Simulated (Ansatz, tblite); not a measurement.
Removing and adding an electron: GaCl2F. Charge 0, multiplicity 1. Geometry: r2SCAN-D4/def2-SVP. Ansatz, gas phase; energy differences of separate SCF runs; the oxidised species was run as a doublet alone; the reduced species was run as a doublet alone.

Cartesian coordinates in Å:
```
Ga 0.0472 -0.0290 -0.0424
Cl 0.6874 0.6752 1.8453
Cl -1.9540 0.1135 -0.7088
F 1.2194 -0.7597 -1.0940
```

The xTB rows come from tblite. Correlated methods freeze 20 core orbitals; core or outer-core shells of Ga are correlated, in sets that lack core-valence functions. In CCSD on the charge 1 doublet the largest single amplitude is 0.19, so its Hartree–Fock determinant may place the open shell otherwise than the density functionals do.

| level | −HOMO (eV) | vertical IE (eV) | −LUMO (eV) | vertical EA (eV) | HOMO–LUMO gap (eV) | IE − EA (eV) | remarks |
| --- | --- | --- | --- | --- | --- | --- | --- |
| HF/def2-TZVPP | – | 11.48 | – | – | – | – | – |
| PBE-D4/def2-TZVPD | 8.32 | – | 3.18 | 0.72 | 5.14 | – | HOMO above zero (-1 doublet) |
| r2SCAN-D4/def2-TZVP | 8.65 | 11.73 | 2.77 | – | 5.87 | – | – |
| r2SCAN-D4/def2-TZVPD | 8.68 | – | 2.85 | 0.56 | 5.83 | – | HOMO above zero (-1 doublet) |
| PBE0-D4/def2-TZVP | 9.72 | 11.97 | 2.09 | – | 7.63 | – | – |
| CCSD(T)/def2-TZVPP | – | 12.33 | – | – | – | – | – |

Problem. Estimate the rows for GFN1-xTB, GFN2-xTB, PBE-D4/def2-TZVP, PBE0-D4/def2-TZVPD, MP2/def2-TZVPP, CCSD/def2-TZVPP.

Solution. 
```tsv
level	−HOMO (eV)	vertical IE (eV)	−LUMO (eV)	vertical EA (eV)	HOMO–LUMO gap (eV)	IE − EA (eV)	remarks
GFN1-xTB	13.00	15.69	7.33	4.53	5.67	11.16	–
GFN2-xTB	12.86	16.05	9.12	6.12	3.74	9.93	–
PBE-D4/def2-TZVP	8.26	11.45	3.05	–	5.20	–	–
PBE0-D4/def2-TZVPD	9.76	–	2.23	0.57	7.53	–	HOMO above zero (-1 doublet)
MP2/def2-TZVPP	–	12.54	–	–	–	–	–
CCSD/def2-TZVPP	–	12.33	–	–	–	–	–
```

   A HOMO above zero means that the electron is unbound at that level or that self-interaction error raises the level; the energy of removing that electron tells which. Raw xTB energy differences between charge states are shifted by several eV; the methods need an empirical correction for them.
